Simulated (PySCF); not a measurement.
**Mayer bond orders and bond lengths**

C9H10NP.
Numbering: `[CH:1]1=[CH:2][P:3]([c:4]2[cH:5][cH:6][n:7][cH:8][cH:9]2)[CH2:10][CH2:11]1` (hydrogens: H12 on C1; H13 on C2; H14 on C5; H15 on C6; H16 on C8; H17 on C9; H18, H19 on C10; H20, H21 on C11)

Cartesian coordinates in Å at the GFN2-xTB level; atoms count from 1:
```xyz
21
C9H10NP angstrom
C     -2.2945    0.9754    0.0081
C     -1.6203    1.1453   -1.1203
P     -0.7085   -0.3383   -1.6667
C      0.8513   -0.0610   -0.7291
C      1.3260    1.2042   -0.3990
C      2.5418    1.3067    0.2574
N      3.2871    0.2658    0.5864
C      2.8458   -0.9366    0.2559
C      1.6506   -1.1553   -0.4069
C     -1.6314   -1.3377   -0.3827
C     -2.1837   -0.3650    0.6627
H     -2.8880    1.7452    0.4794
H     -1.6121    2.0540   -1.7006
H      0.7570    2.0896   -0.6401
H      2.9420    2.2734    0.5366
H      3.4883   -1.7622    0.5353
H      1.3433   -2.1576   -0.6706
H     -0.9975   -2.1114    0.0502
H     -2.4530   -1.8330   -0.9080
H     -1.5034   -0.2839    1.5172
H     -3.1498   -0.7008    1.0452
```

Bond orders from the PBE0/pcSseg-1 density (PySCF). One conformer (not necessarily the lowest) at the GFN2-xTB geometry, without solvent, vibrations or thermal averaging.

**Question.** Where do the orders between heavy atoms depart from those drawn in the SMILES?

**Answer.** The largest departure is 0.144, at C1–C2 (drawn double, 1.856), counting aromatic bonds as 1.5. The bonds drawn aromatic range from 1.38 to 1.48.

**Question.** Set the Mayer orders of the bonds beside their lengths.

**Answer.** 
```
   bond  drawn as  length (Å)  Mayer order
  C1–C2    double       1.325        1.856
  C2–P3    single       1.825        0.962
  P3–C4    single       1.841        0.889
  C4–C5  aromatic       1.391        1.382
  C5–C6  aromatic       1.386        1.404
  C6–N7  aromatic       1.322        1.482
  N7–C8  aromatic       1.323        1.473
  C8–C9  aromatic       1.384        1.416
 P3–C10    single       1.871        0.981
C10–C11    single       1.531        1.006
 C11–C1    single       1.496        1.039
  C9–C4  aromatic       1.393        1.380
 C1–H12    single       1.080        0.969
 C2–H13    single       1.078        0.960
 C5–H14    single       1.080        0.962
 C6–H15    single       1.083        0.971
 C8–H16    single       1.083        0.971
 C9–H17    single       1.081        0.959
C10–H18    single       1.090        0.937
C10–H19    single       1.094        0.944
C11–H20    single       1.095        0.926
C11–H21    single       1.092        0.945
```

Bonds between the same two heavy elements. C–C: lowest C10–C11 (1.006, 1.531 Å), highest C1–C2 (1.856, 1.325 Å). C–P: lowest P3–C4 (0.889, 1.841 Å), highest P3–C10 (0.981, 1.871 Å); in 1 of the 3 pairs the longer bond (by over 0.003 Å) has the higher order (by 0.02 or more). C–N: all 2 within 0.02 of one another (1.473 to 1.482).

**Question.** Sum the orders of all bonds at each heavy atom with more than one neighbour and set the sums beside the valence in the SMILES.

**Answer.** C1 3.864 (drawn 4), C2 3.778 (drawn 4), P3 2.832 (drawn 3), C4 3.651 (drawn 4), C5 3.748 (drawn 4), C6 3.857 (drawn 4), N7 2.955 (drawn 3), C8 3.860 (drawn 4), C9 3.755 (drawn 4), C10 3.868 (drawn 4), C11 3.916 (drawn 4). Orders between atoms that aren't bonded are not in these sums.

The Mayer order sums products of elements of PS (density times overlap matrix) between the two atoms' basis functions, so it depends on the basis set.

The run behind these numbers computed NMR shieldings as well. The run took 94 s wall on an Arm Neoverse N1 with one thread, shared host, and the process peaked at 1.1 GiB of memory.
